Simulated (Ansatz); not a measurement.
The same path of CH8GeOSSi (13 atoms, charge 0, multiplicity 1) was run twice with different band settings. The coordinate that changes most is the dihedral H6–O1–Si2–H7.

All numbers below come from RKS revPBE-D4/def2-SVP (Ansatz 0.2.0).

Relaxed end points:

```xyz
13
Properties=species:S:1:pos:R:3
O -2.639 -0.668 0.181
Si -1.276 0.328 0.143
S -1.191 1.251 -1.806
C 0.290 -0.654 0.512
Ge 1.967 0.320 0.073
H -2.604 -1.359 0.866
H -1.394 1.497 1.082
H -0.974 0.071 -2.453
H 0.285 -1.602 -0.066
H 0.318 -0.926 1.590
H 2.232 0.244 -1.452
H 1.852 1.804 0.511
H 3.154 -0.340 0.833
```

```xyz
13
Properties=species:S:1:pos:R:3
O -2.424 -0.980 0.452
Si -1.219 0.184 0.257
S -1.281 1.113 -1.707
C 0.408 -0.694 0.552
Ge 2.008 0.366 0.044
H -3.322 -0.657 0.255
H -1.404 1.361 1.176
H -0.955 -0.037 -2.363
H 0.418 -1.644 -0.024
H 0.482 -0.965 1.626
H 2.206 0.317 -1.492
H 1.842 1.840 0.499
H 3.261 -0.239 0.741
```

Common settings: spring 5.0 eV/Å²; optimiser quadratic models (default); start path through a guess of the saddle point; force threshold 0.05 eV/Å; iteration limit 60; end points relaxed.

| run | movable images | climbing image |
| --- | --- | --- |
| 1 | 5 | yes |
| 2 | 8 | no |

(1) What does each run give, and how far can it be trusted?

Results:

(1) Run 1: converged after 11 iterations, highest image 0.006 eV above the first end. The top lies less than 8 meV above the higher end, about what the thresholds resolve: that end is a shoulder or a very shallow well. A vibrational analysis at the climbing image gives one clearly imaginary mode, 127i cm⁻¹: a first-order saddle point.
Run 2: converged after 10 iterations, highest image 0.006 eV above the first end. The top lies less than 8 meV above the higher end, about what the thresholds resolve: that end is a shoulder or a very shallow well. No image climbed, so the highest image needn't sit at the top of the path.
